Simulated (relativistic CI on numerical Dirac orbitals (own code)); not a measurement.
# What each ingredient does to the levels of W⁶²⁺

Base calculation: Dirac-Coulomb-Breit CI, separate exchange-only KLI orbitals for each configuration, model QED (radiative potential, 1s self-energy scaled to tabulated hydrogen-like ionisation energies), unscaled Slater integrals.

Configuration list (outside the closed core [Ne]): 3s2, 3s.3p, 3p2, 3s.3d, 3d2, 3p.3d, 3p.4s, 3d.4s, 3s.4s, 3s.4p, 3s.4d, 3s.4f, 3s.5s, 3s.5p, 3s.5d, 4s2, 3s.5f, 3s.5g, 3s.6s, 3s.6p, 3s.6d. Levels of other configurations are missing.

Variants: (1) valence Slater integrals scaled by 0.9; (2) configuration mixing switched off; (3) QED terms removed. Shifts of the energy above 3s2 1S_0, in eV, for the lowest level and the first level of each name with at least 55 % of one term (blank where a level changes its place among those of its configuration and J or its character, or is not in the variant):

```tsv
Level	Base	Δ(1)	Δ(2)	Δ(3)
3s2 1S_0	0.00	0.00	0.00	0.00
3s.3p 3P°_0	139.33	+0.73	-3.72	+4.70
3s.3p 3P°_1	155.21	-0.68	-2.92	+4.71
3p2 3P_0	333.64	-1.35	-5.12	+9.43
3s.3p 3P°_2	508.32	+0.80	-3.58	+4.32
3s.3p 1P°_1	546.18	-2.90	-1.15	+4.36
3p2 1D_2	686.07	+0.95	+8.55	+8.41
3p2 3P_1	688.23	+0.17	-3.56	+9.11
3s.3d 3D_1	722.78	-0.23	-4.15	+5.22
3s.3d 3D_2	735.98	-1.59	-10.46	+5.75
3s.3d 3D_3	806.06	-0.20	-4.16	+5.00
3s.3d 1D_2	823.81	-2.31	-7.46	+5.21
3p.3d 3F°_2	873.02	+1.13	-4.14	+10.00
3p2 3P_2	1064.74	-0.70	-5.08	+8.71
```

At this charge energies of transitions that change n are usually good to better than 1 %, and those within a shell (Δn = 0) to a few per cent.

Ionisation energy from the two ground configurations alone: base 6996.86 eV; QED terms removed 7001.97 eV. The NIST ASD value (semi-empirical) is 7000 eV.

LS names give the leading component of a level, which can be under half, so a name can repeat, a term be missing and a line seem to break the LS rules.
